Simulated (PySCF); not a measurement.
# Electron correlation in Be (beryllium, neutral)

[He] 2s1 2p1, high-spin 3P determinant (an excited configuration). Computed with PySCF 2.14 in x2c-TZVPPall, with scalar relativity by spin-free X2C-1e. Frozen: nothing; 4 electrons correlated.

```json
{"level": "CCSD", "correlation energy (mhartree)": "-35.58"}
{"level": "(T)", "correlation energy (mhartree)": "-0.02"}
{"level": "CCSD(T)", "correlation energy (mhartree)": "-35.60"}
{"level": "CCSDT", "correlation energy (mhartree)": "-35.61"}
{"level": "FCI", "correlation energy (mhartree)": "-35.61"}
```

Diagnostics: T1 = 0.0022, D1 = 0.0055, largest double amplitude 0.042, weight of the Hartree-Fock determinant in FCI 0.9918 (18411 determinants).

Cost of the coupled-cluster step: roughly 0.13 core-seconds, for 4 correlated electrons.

The basis was made for the ground configuration and has no added diffuse functions, which can raise the energy of the promoted electron.

This basis was not built for core-valence correlation, so the inner-shell part is incomplete.
